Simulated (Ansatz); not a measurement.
C5H9N, singlet, at a GFN2-xTB geometry; MP2/6-31G (Ansatz, a program for electronic structure).

Here is a job for Ansatz.
Ansatz 0.2 input:
```yaml
crystal:
  periodic: [false, false, false]
  atoms:
    - {symbol: C, position_ang: [1.82338685, 0.75461781, -0.49121179]}
    - {symbol: C, position_ang: [0.68593455, -0.14386196, -0.18820482]}
    - {symbol: C, position_ang: [0.49341050, -1.43083794, 0.13980630]}
    - {symbol: C, position_ang: [-0.98969623, -1.18164252, 0.23296991]}
    - {symbol: N, position_ang: [-0.68846864, 0.18741612, -0.23834790]}
    - {symbol: C, position_ang: [-1.24274467, 1.34166003, 0.41729830]}
    - {symbol: H, position_ang: [1.67850768, 1.22560870, -1.46263452]}
    - {symbol: H, position_ang: [2.75068058, 0.18773998, -0.50222514]}
    - {symbol: H, position_ang: [1.90034304, 1.54323549, 0.25827105]}
    - {symbol: H, position_ang: [1.09144228, -2.31546459, 0.19446259]}
    - {symbol: H, position_ang: [-1.40572527, -1.21140415, 1.24102429]}
    - {symbol: H, position_ang: [-1.63407129, -1.73231980, -0.45331767]}
    - {symbol: H, position_ang: [-2.32220057, 1.34900093, 0.26334702]}
    - {symbol: H, position_ang: [-0.81935880, 2.23891562, -0.03323710]}
    - {symbol: H, position_ang: [-1.04208325, 1.36316226, 1.49879720]}
basis:
  gaussian:
    orbitals: 6-31G
magnetization: {spin_polarized: false}
correlation: {method: mp2}
```

Output, abridged:

```
Functional definition: HF
1055 factors; integrals over basis functions are off by at most 2.1e-4 eV
mean field evaluation 1: about -6768.7932 eV, gradient 2.8e1 eV
mean field evaluation 2: about -6768.7957 eV, gradient 2.8e1 eV
mean field evaluation 4: about -6771.1670 eV, gradient 3.3e0 eV
mean field evaluation 8: about -6771.1992 eV, gradient 6.6e-5 eV
mean field -6771.19879222 eV, -248.8369659306 hartree, gradient 2.7e-6 eV, S^2 0.000000; 0 other end points of the search recorded, 0 dependent functions left out; unrestricted orbitals would lower it
mean field evaluation 16: about -6771.1824 eV, gradient 2.8e-1 eV
6 core orbitals not correlated
reference -6771.19879222 eV, -248.8369659306 hartree; 17, 17 occupied and 49, 49 virtual orbitals, 1055 factors
second order -15.10105762 eV of doubles, -0.00000000 eV of singles
Total energy: -6786.29984984 eV, -249.3919195623 hartree
```
